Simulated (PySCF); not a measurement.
# TlP and its ions

UHF-CCSD(T); PySCF, scalar-relativistic core potentials, basis sets Tl def2-SVPD with ECP60, P def2-SVPD. Neutral (UHF): triplet (π ↑↑), Re = 2.777 Å, ωe = 224 cm⁻¹, De = 1.42 eV.

TlP⁺ (UHF): quartet (σ ↑, π ↑↑), Re = 3.365 Å, ωe = 80.7 cm⁻¹. The energies at the minima are -512.32007 hartree for TlP and -512.08492 for TlP⁺.

(1) Work out the adiabatic ionisation energy, without and with harmonic zero-point energies (1 hartree = 27.2114 eV, 1 eV = 8065.5 cm⁻¹), and the change of the bond length.

Correlated steps freeze 9 core orbitals. Correlated levels converge slowly with the basis: in double zeta they bind strong bonds too weakly, by up to about 1 eV, and carry superposition errors of some tenths. These are scalar-relativistic numbers at best; spin–orbit coupling would shift them, the dissociation energy most. States were picked by a PBE0 search and need not be the measured ground states.

## Answers

(1) At UHF-CCSD(T): 0.23515 hartree = 6.399 eV between the minima; the zero-point term (80.7 − 224.0)/2 cm⁻¹ = -0.009 eV makes it 6.390 eV. Re changes by +58.8 pm against the neutral. The electron leaves a σ orbital, and the ion is left as a loose complex of an ion and an atom.
